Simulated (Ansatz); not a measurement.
Gas-phase electronic energies from Ansatz, PBE0-D4/def2-TZVP geometries. CBS: MP2 limit from def2 TZ/QZ plus the TZ coupled-cluster correction, frozen cores. This one scheme is used for every species. Functionals use def2-TZVPP. B3LYP here is the variant with VWN-RPA as its local correlation; programs differ in this. HSE06 is defined as in plane-wave codes.

Reaction (formal exchange of groups at a B–N bond): `BN([SiH3])[SiH3]` + `C1=NC1` → `BC1C=N1` + `[SiH3]N[SiH3]`

Question: Is it downhill or uphill in electronic energy at CCSD(T)/CBS, and by how much? (An estimate is asked.)

Answer: Ansatz gave: Uphill: ΔE = +24.6 kcal/mol.

Question: What do these levels give: B3LYP-D4, HSE06-D4, BHLYP-D4, CAM-B3LYP-D4, r2SCAN, r2SCAN0, LC-ωPBE, CCSD(T)/def2-SVP, CCSD/def2-TZVPP, MP2/def2-QZVPP, HF/CBS(def2), CCSD/CBS(def2)? (An estimate is asked.)

Answer: The calculation gave: B3LYP-D4 24.1, HSE06-D4 24.2, BHLYP-D4 25.0, CAM-B3LYP-D4 24.7, r2SCAN 23.2, r2SCAN0 24.0, LC-ωPBE 24.9, CCSD(T)/def2-SVP 28.2, CCSD/def2-TZVPP 25.1, MP2/def2-QZVPP 24.6, HF/CBS(def2) 24.2, CCSD/CBS(def2) 24.6 kcal/mol.

Question: What do rigid-rotor, harmonic-oscillator terms from PBE0-D4/def2-TZVP frequencies (298.15 K, 1 bar) make of the CCSD(T)/CBS value? (Best estimate.)

Answer: The calculation gave: ΔZPE = -1.2 kcal/mol, ΔH = +23.7 kcal/mol, ΔS = 20 J/(mol·K), ΔG = +22.2 kcal/mol. Modes under 50 cm⁻¹ make the entropy rough.

Largest T1 diagnostic among the species: 0.013.

From r2SCAN to r2SCAN0 (25 % exact exchange), in def2-TZVPP and without D4, ΔE moves by +0.8 kcal/mol. The D4 term adds +1.1 kcal/mol with B3LYP and +0.6 kcal/mol with PBE0; it sums over pairs of atoms, weighted by their polarisabilities, and B3LYP, whose exchange is more repulsive, gets the larger term.
